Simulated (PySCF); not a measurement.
C₄H₂BrF, SMILES C(/Br)=C(\F)C#C.

Geometry optimised at B3LYP-D3(BJ)/def2-SVP. The structure was generated by enumeration; whether it is a known compound was not checked.

Method: PBE/def2-TZVP (PySCF).

The molecule is in vacuum.

### Question
Estimate the frontier levels, gap, dipole moment and polarisability. (An estimate is asked for; the answer gives what the named calculation found.)

### Answer

```
Quantity                                                                                                         Value
---------------------------------------------------------------------------------------------  -----------------------
highest occupied level                                                                                        -6.03 eV
lowest empty level                                                                                            -2.33 eV
orbital gap                                                                                                    3.69 eV
dipole moment                                                                                                   0.69 D
quadrupole, principal values (traceless, Buckingham form, about the centre of nuclear charge)  -6.55, -4.71, 11.27 D·Å
mean static polarisability                                                                       69.2 bohr³ (10.25 Å³)
polarisability, principal values                                                                40.0, 69.8, 97.7 bohr³
```
